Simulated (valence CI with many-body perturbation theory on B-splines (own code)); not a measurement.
Cd XXVII: what the settings do

Calculated by configuration interaction combined with many-body perturbation theory (CI+MBPT): four valence electrons over a frozen Dirac-Fock core [Ar], radial functions for each j: 6 s, 6 p, 5 d, 5 f, 1 g, with the one-electron correlation potential Σ1, the two-electron term Σ2, the three-electron term Σ3, Breit, model QED; selected CI, second order for the rest (own B-spline code, finite nucleus).

The last digits are not significant, and no measured levels were compared; by estimate large intervals hold to a few tenths of a per cent, small ones and those within an open d or f shell to about a per cent. Only levels of the ground parity were solved; by the run's estimate the other parity begins above the list, which can be wrong where configurations are misplaced.

The reference run has the lowest level 3d4 5D_0 and an ionisation energy of 1400.77 eV. Its largest variational space holds 7944 state functions.

Names give the largest LS component (configuration and term), which can be under half, so a name can repeat, a term be missing and a line seem to break the LS rules; names also repeat where a configuration has a term twice.

| Level | Reference (cm⁻¹) | Shift (cm⁻¹) |
| --- | --- | --- |
| 3d4 5D_1 | 33058 | -1931 |
| 3d4 5D_2 | 58177 | -2015 |
| 3d4 5D_3 | 75609 | -1333 |
| 3d4 5D_4 | 83099 | +391 |
| 3d4 3P_0 | 118151 | -1485 |
| 3d4 3H_4 | 126715 | -987 |
| 3d4 3G_3 | 148661 | +133 |
| 3d4 3F_2 | 152809 | +783 |
| 3d4 3H_5 | 157286 | -27 |
| 3d4 3P_1 | 160221 | -110 |
| 3d4 3H_6 | 169090 | +923 |
| 3d4 3G_4 | 185071 | +1004 |

The ionisation energy moves by -1.84 eV.

Q: Which of these changes was made?
A. QED terms on → off
B. highest l with Σ1, explicit Σ2 and valence Breit (higher l get mean screening factors) 3 → 0
C. scale of Σ2 1 → -1

A: B. highest l with Σ1, explicit Σ2 and valence Breit (higher l get mean screening factors) 3 → 0.
